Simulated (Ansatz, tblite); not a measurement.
Cost and result up the ladder for Ga(IMe)F3 (C₅H₈F₃GaN₂) (19 atoms). Total charge 0; singlet. Geometry: PBE-D4/def2-SVP.

```xyz
19

Ga   -0.258   -2.113   -0.755
C    -0.030   -0.209   -0.068
N     0.825    0.216    0.896
C     1.726   -0.669    1.634
C     0.718    1.586    1.065
C    -0.238    2.019    0.178
N    -0.683    0.899   -0.504
C    -1.704    0.884   -1.550
H     2.759   -0.576    1.244
H     1.712   -0.398    2.706
H     1.362   -1.709    1.504
H     1.313    2.136    1.800
H    -0.639    3.019   -0.011
H    -2.061   -0.160   -1.662
H    -2.546    1.538   -1.252
H    -1.278    1.245   -2.507
F    -1.982   -2.179   -1.278
F     0.142   -3.138    0.673
F     0.862   -2.392   -2.114
```

Ansatz on 4 threads of AMD EPYC 9R45 on a shared host; xTB runs through tblite on one thread. Times are rough, summed over both states, and most runs start from the orbitals of an earlier one. PBE0-D4/def2-TZVP serves as the yardstick here, not as an exact answer. The other state is a doublet.

The xTB rows come from tblite. HOMO above LUMO, or a gap near zero within one spin, warns that the state may not be the lowest or that an electron is smeared out.

Raw xTB energies of ions are shifted by several eV.

| level | functions | wall time | vertical IE (eV) | difference from PBE0-D4/def2-TZVP (eV) | remarks |
| --- | --- | --- | --- | --- | --- |
| GFN2-xTB | 57 | 0.021 s | 14.72 | 4.64 | – |
| GFN1-xTB | 65 | 0.026 s | 14.77 | 4.69 | – |
| PBE-D4/def2-TZVP | 406 | 16 s | 9.72 | -0.36 | gap within one spin near zero (+1 doublet) |
| PBE0-D4/def2-TZVP (with forces) | 406 | 23 s | 10.08 | 0.00 | – |
| B97M-V/def2-TZVP | 406 | 59 s | 9.84 | -0.24 | – |
